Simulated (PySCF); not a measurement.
C2H8GaP, SMILES [CH3][Ga]([PH2])[CH3]. The structure is a stationary point at PBE-D3(BJ)/def2-SVP. The structure was generated by enumeration; whether it is a known compound was not checked. The values are those of a single conformer.

Computed equilibrium geometry at PBE-D3(BJ)/def2-SVP (PySCF confirms it by a frequency run) as Cartesian coordinates in Å (one conformer of several):
```xyz
12

Ga    -0.2063     0.0152    -0.2524
C     -1.6374    -1.3487    -0.4309
H     -1.8167    -1.5987    -1.4964
H     -2.5835    -0.9248    -0.0305
H     -1.4162    -2.2783     0.1278
C     -0.0748     1.5549    -1.4989
H      0.5559     1.2592    -2.3647
H      0.4014     2.4358    -1.0254
H     -1.0685     1.8454    -1.8952
P      1.2454    -0.0854     1.5876
H      2.4038     0.3255     0.8368
H      1.5120    -1.4927     1.4368
```
